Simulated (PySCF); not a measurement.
Computed IR spectrum (relative IR intensity) of a molecule C2H10FNSi2. Geometry optimised at PBE-D3(BJ)/def2-SVP. The values are those of a single conformer. Computed with PBE-D3(BJ)/def2-SVP (PySCF 2.14.0). Frequencies are harmonic and unscaled.

Lines under 2 % of the strongest are left out, and lines within 2 cm⁻¹ are merged.

```json
[
 {"ν (cm⁻¹)": "266", "relative intensity": "22"},
 {"ν (cm⁻¹)": "272", "relative intensity": "4.8"},
 {"ν (cm⁻¹)": "286", "relative intensity": "6.9"},
 {"ν (cm⁻¹)": "447", "relative intensity": "3.7"},
 {"ν (cm⁻¹)": "504", "relative intensity": "2.4"},
 {"ν (cm⁻¹)": "575", "relative intensity": "5.6"},
 {"ν (cm⁻¹)": "631", "relative intensity": "15"},
 {"ν (cm⁻¹)": "667", "relative intensity": "8.8"},
 {"ν (cm⁻¹)": "712", "relative intensity": "8.0"},
 {"ν (cm⁻¹)": "734", "relative intensity": "39"},
 {"ν (cm⁻¹)": "759", "relative intensity": "67"},
 {"ν (cm⁻¹)": "779", "relative intensity": "24"},
 {"ν (cm⁻¹)": "814", "relative intensity": "44"},
 {"ν (cm⁻¹)": "830", "relative intensity": "6.2"},
 {"ν (cm⁻¹)": "867", "relative intensity": "9.6"},
 {"ν (cm⁻¹)": "894", "relative intensity": "51"},
 {"ν (cm⁻¹)": "919", "relative intensity": "100"},
 {"ν (cm⁻¹)": "926", "relative intensity": "28"},
 {"ν (cm⁻¹)": "988", "relative intensity": "22"},
 {"ν (cm⁻¹)": "1024", "relative intensity": "69"},
 {"ν (cm⁻¹)": "1325", "relative intensity": "3.0"},
 {"ν (cm⁻¹)": "1410", "relative intensity": "2.5"},
 {"ν (cm⁻¹)": "1586", "relative intensity": "6.8"},
 {"ν (cm⁻¹)": "2138", "relative intensity": "36"},
 {"ν (cm⁻¹)": "2169", "relative intensity": "64"},
 {"ν (cm⁻¹)": "2178", "relative intensity": "57"},
 {"ν (cm⁻¹)": "2187", "relative intensity": "41"},
 {"ν (cm⁻¹)": "2843", "relative intensity": "34"},
 {"ν (cm⁻¹)": "2987", "relative intensity": "5.8"}
]
```

### Question
Which structure fits?
A) N[SiH2]C[SiH2]CF
B) NC[Si@H]([SiH3])CF
C) C[Si@@H](CF)N[SiH3]
D) NC[SiH2]C[SiH2]F

### Answer
D, NC[SiH2]C[SiH2]F
